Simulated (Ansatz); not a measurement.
Total energies of the cluster TlCl₂ from Ansatz at PBE-D4/def2-TZVP, gas phase (1 Eh = 27.2114 eV = 2625.5 kJ/mol). The reference geometry is relaxed at r2SCAN-D4/def2-TZVP.

```csv
atom,x (Å),y (Å),z (Å)
Tl1,-0.0901,-0.2976,-0.6450
Cl2,-1.5676,1.6155,-0.1290
Cl3,1.6576,-1.3179,0.7740
```

| state | geometry | energy (Eh) |
| --- | --- | --- |
| charge 0 doublet | reference | -1092.67236 |
| charge 1 singlet | reference | -1092.32688 |
| charge 0 quartet | relaxed at r2SCAN-D4/def2-TZVP | -1092.49080 |
| free Tl atom (doublet) | – | -172.53524 |
| free Cl atom (doublet) | – | -459.95840 |

In the def2 sets Tl takes a core potential; there is no spin–orbit coupling.

(1) Work out the vertical ionisation energy to the singlet.

(2) Which of the charge 0 states is lowest, and how far above it are the others?

(3) What is the binding energy per atom against free atoms?

(1) E(charge 1 singlet) − E(charge 0 doublet) = -1092.32688 − (-1092.67236) = 0.34548 Eh = 9.40 eV. For comparison, −ε of the highest occupied level of the spin that leaves is 6.46 eV at this level, 2.94 eV less.

(2) The doublet. quartet: -1092.49080 − (-1092.67236) = 0.18156 Eh = 476.7 kJ/mol.

(3) Atoms: 1 × (-172.53524) + 2 × (-459.95840) = -1092.45204 Eh. Binding: -1092.45204 − (-1092.67236) = 0.22032 Eh = 6.00 eV, or 2.00 eV for each of 3 atoms (no zero-point energy, no counterpoise term).

The restricted singlet is unstable towards broken spin symmetry in Hartree–Fock (as tested in another run); at PBE-D4/def2-TZVP this wasn't settled. At PBE-D4/def2-TZVP the gap within one spin of the charge 0 quartet nearly closes, so an electron or hole may be smeared out by delocalisation error. 

The structure comes from a short search, and lower isomers may exist.
